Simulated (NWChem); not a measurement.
**Basis-set convergence for H3AlO**

```xyz
5

Al     0.0376    -0.6007     0.0000
H      1.4917    -1.2417     0.0000
H     -1.3060    -1.4331     0.0000
O     -0.1532     1.0926     0.0000
H      0.5506     1.7431     0.0000
```
Charge 0, spin multiplicity 1.

Program: NWChem. All single points use one geometry, from PBE0/def2-SVP, a minimum by its harmonic frequencies. It is one conformer; others weren't searched.

Quantity: dipole moment at the level PBE.

The Pople sets run with spherical d functions. The structure started from a generated list of species.

```tsv
basis	functions	dipole moment (D)
STO-3G	17	1.20
6-31G*	38	(withheld)
pcseg-1	47	(withheld)
cc-pVDZ	47	(withheld)
6-311G**	62	1.35
aug-cc-pVDZ	77	1.13
cc-pVTZ	106	1.19
pcseg-2	106	1.26
cc-pVQZ	204	1.16
def2-QZVP	217	1.17
```

Task: What belongs in the gaps?

Result: 
- 6-31G*, dipole moment (D): 1.37
- pcseg-1, dipole moment (D): 1.32
- cc-pVDZ, dipole moment (D): 1.27
